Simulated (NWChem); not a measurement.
System: C2H4BFO2; SMILES OB(F)CC=O

The following NWChem deck was run.

```
start job
memory heap 200 mb stack 700 mb global 900 mb
geometry units angstroms noautosym nocenter noautoz
  O      0.158303    -2.485738     0.446715
  C     -0.404711    -1.567560    -0.106176
  C      0.299667    -0.424315    -0.800237
  B      0.073928     0.953389    -0.059331
  O      1.106602     1.796895     0.167089
  F     -1.162010     1.298196     0.342931
  H     -1.515741    -1.506788    -0.117800
  H      1.363271    -0.652554    -0.905814
  H     -0.144253    -0.316582    -1.803406
  H      0.822342     2.606213     0.621558
end
basis spherical
  * library def2-svp
end
dft
  xc pbe0
  iterations 150
end
property
  efieldgrad
end
task dft property
```

Output (shortened):

```
             Northwest Computational Chemistry Package (NWChem) 7.3.0
             --------------------------------------------------------

                             Geometry "geometry" -> ""
                             -------------------------

 Output coordinates in angstroms (scale by  1.889725989 to convert to a.u.)

  No.       Tag          Charge          X              Y              Z
 ---- ---------------- ---------- -------------- -------------- --------------
    1 O                    8.0000     0.15830300    -2.48573800     0.44671500
    2 C                    6.0000    -0.40471100    -1.56756000    -0.10617600
    3 C                    6.0000     0.29966700    -0.42431500    -0.80023700
    4 B                    5.0000     0.07392800     0.95338900    -0.05933100
    5 O                    8.0000     1.10660200     1.79689500     0.16708900
    6 F                    9.0000    -1.16201000     1.29819600     0.34293100
    7 H                    1.0000    -1.51574100    -1.50678800    -0.11780000
    8 H                    1.0000     1.36327100    -0.65255400    -0.90581400
    9 H                    1.0000    -0.14425300    -0.31658200    -1.80340600
   10 H                    1.0000     0.82234200     2.60621300     0.62155800

 Effective nuclear repulsion energy (a.u.)     212.3263901530

                              NWChem Property Module
                              ----------------------

  itol2e modified to match energy
  convergence criterion.

                                 NWChem DFT Module
                                 -----------------

 Summary of "ao basis" -> "ao basis" (spherical)
 ------------------------------------------------------------------------------
       Tag                 Description            Shells   Functions and Types
 ---------------- ------------------------------  ------  ---------------------
 O                          def2-svp                 6       14   3s2p1d
 C                          def2-svp                 6       14   3s2p1d
 B                          def2-svp                 6       14   3s2p1d
 F                          def2-svp                 6       14   3s2p1d
 H                          def2-svp                 3        5   2s1p

  itol2e modified to match energy
  convergence criterion.

            General Information
            -------------------
          SCF calculation type: DFT
          Wavefunction type:  closed shell.
          No. of atoms     :    10
          No. of electrons :    46
           Alpha electrons :    23
            Beta electrons :    23
          Charge           :     0
          Spin multiplicity:     1
          Use of symmetry is: off; symmetry adaption is: off
          Maximum number of iterations: 150
          AO basis - number of functions:   104
                     number of shells:    48
          Convergence on energy requested:  1.00D-07
          Convergence on density requested:  1.00D-05
          Convergence on gradient requested:  5.00D-04

              XC Information
              --------------
                         PBE0 Method XC Functional
                     Hartree-Fock (Exact) Exchange  0.250
          PerdewBurkeErnzerhof Exchange Functional  0.750
            Perdew 1991 LDA Correlation Functional  1.000 local
           PerdewBurkeErnz. Correlation Functional  1.000 non-local

[...]

          -----------------------
          Electric field gradient
          -----------------------

 1 a.u. = 0.324123 10**(16) esu/cm**3  ( or statvolts/cm**2 ) = 0.97174 10**(22) v/m**2

 ------------------------------------------------------------
   Atom      X         Y         Z
 ------------------------------------------------------------
    1 O    0.29915  -4.69736   0.84417
 ------------------------------------------------------------

 Electric field gradient in molecular frame (a.u.)
         XX             YY             ZZ             XY             XZ             YZ
 ------------------------------------------------------------------------------------------
        1.436349      -0.398501      -1.037848       0.851504      -0.574047      -0.663865

 Principal components (a.u.) and orientation
 of principal axis w.r.t. absolute frame                      Asymmetry parameter eta
 --------------------------------------------------------------------------------------
        1.975132      -1.455498      -0.519634                       0.473824

        0.885506       0.015161      -0.464380
        0.388807       0.523017       0.758474
       -0.254378       0.852187      -0.457240

 ------------------------------------------------------------
   Atom      X         Y         Z
 ------------------------------------------------------------
    2 C   -0.76479  -2.96226  -0.20064
 ------------------------------------------------------------

 Electric field gradient in molecular frame (a.u.)
         XX             YY             ZZ             XY             XZ             YZ
 ------------------------------------------------------------------------------------------
        0.259440       0.029878      -0.289319      -0.005810      -0.014626      -0.321108

 Principal components (a.u.) and orientation
 of principal axis w.r.t. absolute frame                      Asymmetry parameter eta
 --------------------------------------------------------------------------------------
       -0.488624       0.260006       0.228618                       0.064238

        0.020706       0.995869      -0.088407
        0.526564       0.064305       0.847700
        0.849883      -0.064105      -0.523057

 ------------------------------------------------------------
   Atom      X         Y         Z
 ------------------------------------------------------------
    3 C    0.56629  -0.80184  -1.51223
 ------------------------------------------------------------

 Electric field gradient in molecular frame (a.u.)
         XX             YY             ZZ             XY             XZ             YZ
 ------------------------------------------------------------------------------------------
       -0.007376       0.064140      -0.056764      -0.030502      -0.007867       0.062817

 Principal components (a.u.) and orientation
 of principal axis w.r.t. absolute frame                      Asymmetry parameter eta
 --------------------------------------------------------------------------------------
        0.099920      -0.083804      -0.016116                       0.677423

       -0.279065      -0.066209       0.957987
        0.886388      -0.401503       0.230459
        0.369377       0.913461       0.170732

 ------------------------------------------------------------
   Atom      X         Y         Z
 ------------------------------------------------------------
    4 B    0.13970   1.80164  -0.11212
 ------------------------------------------------------------

 Electric field gradient in molecular frame (a.u.)
         XX             YY             ZZ             XY             XZ             YZ
 ------------------------------------------------------------------------------------------
        0.045445       0.151195      -0.196640       0.056815      -0.038104       0.217378

 Principal components (a.u.) and orientation
 of principal axis w.r.t. absolute frame                      Asymmetry parameter eta
 --------------------------------------------------------------------------------------
       -0.310923       0.261407       0.049516                       0.681492

        0.164157       0.163177       0.972844
       -0.436333       0.896506      -0.076747
        0.884684       0.411886      -0.218367

 ------------------------------------------------------------
   Atom      X         Y         Z
 ------------------------------------------------------------
    5 O    2.09117   3.39564   0.31575
 ------------------------------------------------------------

 Electric field gradient in molecular frame (a.u.)
         XX             YY             ZZ             XY             XZ             YZ
 ------------------------------------------------------------------------------------------
        0.574388      -0.885058       0.310670      -0.056834      -0.000984      -0.783852

 Principal components (a.u.) and orientation
 of principal axis w.r.t. absolute frame                      Asymmetry parameter eta
 --------------------------------------------------------------------------------------
       -1.274454       0.703278       0.571176                       0.103654

        0.027780       0.187358       0.981899
        0.896036      -0.440094       0.058624
        0.443112       0.878188      -0.180106

 ------------------------------------------------------------
   Atom      X         Y         Z
 ------------------------------------------------------------
    6 F   -2.19588   2.45323   0.64805
 ------------------------------------------------------------

 Electric field gradient in molecular frame (a.u.)
         XX             YY             ZZ             XY             XZ             YZ
 ------------------------------------------------------------------------------------------
       -0.931139       0.719802       0.211337       0.610132       0.524814       0.125478

[...]
```

Level: PBE0/def2-SVP. All runs use the structure optimised with B3LYP/6-31G* (spherical d). NWChem prints the field gradient with the sign opposite to the second derivative of the potential.
